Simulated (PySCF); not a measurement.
Compound: C5H3ClOS.
SMILES with atom numbers: `[O:1]=[C:2]([Cl:3])[c:4]1[cH:5][cH:6][cH:7][s:8]1` (hydrogens: H9 on C5; H10 on C6; H11 on C7)

The same species was optimised twice, with GFN2-xTB and with PBE0-D3(BJ)/def2-SVP (PySCF), and the same property calculations (PySCF, gas phase) were run on both structures.

| coordinate | GFN2-xTB | PBE0-D3(BJ)/def2-SVP | change |
| --- | --- | --- | --- |
| C2–C4 (Å) | 1.435 | 1.457 | +0.022 |
| C5–C6 (Å) | 1.400 | 1.413 | +0.013 |
| C6–C7 (Å) | 1.366 | 1.377 | +0.011 |
| C4–S8 (Å) | 1.740 | 1.731 | -0.009 |
| C2–Cl3 (Å) | 1.782 | 1.789 | +0.007 |
| C4–C5 (Å) | 1.377 | 1.381 | +0.004 |
| O1=C2 (Å) | 1.191 | 1.189 | -0.002 |
| C7–S8 (Å) | 1.706 | 1.706 | 0.000 |
| O1–C2–C4 (°) | 128.4 | 126.4 | -2.0 |
| O1–C2–Cl3 (°) | 119.5 | 120.6 | +1.1 |
| Cl3–C2–C4 (°) | 112.2 | 113.0 | +0.8 |
| C4–S8–C7 (°) | 90.7 | 91.3 | +0.6 |
| C5–C6–C7 (°) | 112.5 | 112.2 | -0.3 |
| C6–C7–S8 (°) | 112.9 | 112.6 | -0.3 |
| C5–C4–S8 (°) | 111.3 | 111.5 | +0.2 |
| C4–C5–C6 (°) | 112.6 | 112.4 | -0.2 |
| O1–C2–C4–C5 (°) | 180 | 179 | -1 |

Rotational constants: A = 3129, B = 1049, C = 785.4 MHz (GFN2-xTB) against A = 3128, B = 1033, C = 776.7 MHz (PBE0-D3(BJ)/def2-SVP). Point groups within 0.08 Å: Cs and Cs.

On the GFN2-xTB structure: HOMO (eV) -7.85 [PBE0/pcSseg-1]; LUMO (eV) -2.43 [PBE0/pcSseg-1]; dipole (D) 4.47 [PBE0/pcSseg-1]; GIAO shielding of O1 (ppm) -206.8 [PBE0/pcSseg-1]; GIAO shielding of C2 (ppm) 20.3 [PBE0/pcSseg-1]; GIAO shielding of Cl3 (ppm) 526.8 [PBE0/pcSseg-1]; GIAO shielding of C4 (ppm) 41.7 [PBE0/pcSseg-1]; GIAO shielding of C5 (ppm) 40.4 [PBE0/pcSseg-1]; GIAO shielding of C6 (ppm) 54.5 [PBE0/pcSseg-1]; GIAO shielding of C7 (ppm) 38.0 [PBE0/pcSseg-1]; GIAO shielding of S8 (ppm) 246.6 [PBE0/pcSseg-1].

Problem. What do these properties become on the PBE0-D3(BJ)/def2-SVP structure?

Solution. 
```json
{"property": "HOMO (eV)", "level": "PBE0/pcSseg-1", "on GFN2-xTB": "-7.85", "on PBE0-D3(BJ)/def2-SVP": "-7.81", "change": "+0.04"}
{"property": "LUMO (eV)", "level": "PBE0/pcSseg-1", "on GFN2-xTB": "-2.43", "on PBE0-D3(BJ)/def2-SVP": "-2.38", "change": "+0.05"}
{"property": "dipole (D)", "level": "PBE0/pcSseg-1", "on GFN2-xTB": "4.47", "on PBE0-D3(BJ)/def2-SVP": "4.30", "change": "-0.17"}
{"property": "energy, GFN2-xTB geometry as zero (kcal/mol)", "level": "PBE0/pcSseg-1", "on GFN2-xTB": "0.0", "on PBE0-D3(BJ)/def2-SVP": "-0.5", "change": "-0.5"}
{"property": "GIAO shielding of O1 (ppm)", "level": "PBE0/pcSseg-1", "on GFN2-xTB": "-206.8", "on PBE0-D3(BJ)/def2-SVP": "-208.8", "change": "-2.0"}
{"property": "GIAO shielding of C2 (ppm)", "level": "PBE0/pcSseg-1", "on GFN2-xTB": "20.3", "on PBE0-D3(BJ)/def2-SVP": "19.2", "change": "-1.1"}
{"property": "GIAO shielding of Cl3 (ppm)", "level": "PBE0/pcSseg-1", "on GFN2-xTB": "526.8", "on PBE0-D3(BJ)/def2-SVP": "523.2", "change": "-3.6"}
{"property": "GIAO shielding of C4 (ppm)", "level": "PBE0/pcSseg-1", "on GFN2-xTB": "41.7", "on PBE0-D3(BJ)/def2-SVP": "40.0", "change": "-1.7"}
{"property": "GIAO shielding of C5 (ppm)", "level": "PBE0/pcSseg-1", "on GFN2-xTB": "40.4", "on PBE0-D3(BJ)/def2-SVP": "40.0", "change": "-0.4"}
{"property": "GIAO shielding of C6 (ppm)", "level": "PBE0/pcSseg-1", "on GFN2-xTB": "54.5", "on PBE0-D3(BJ)/def2-SVP": "52.0", "change": "-2.5"}
{"property": "GIAO shielding of C7 (ppm)", "level": "PBE0/pcSseg-1", "on GFN2-xTB": "38.0", "on PBE0-D3(BJ)/def2-SVP": "37.8", "change": "-0.2"}
{"property": "GIAO shielding of S8 (ppm)", "level": "PBE0/pcSseg-1", "on GFN2-xTB": "246.6", "on PBE0-D3(BJ)/def2-SVP": "249.6", "change": "+3.0"}
```

The heavy atoms differ by 0.021 Å rms after alignment. Among bonds between heavy atoms C2–C4 changes most (+0.022 Å). Changes are differences of the printed values. Neither structure is proved a minimum here.

Conformer computed: `[O:1]=[C:2]([Cl:3])[c:4]1[cH:5][cH:6][cH:7][s:8]1`: O1–C2–C4–C5 179°.
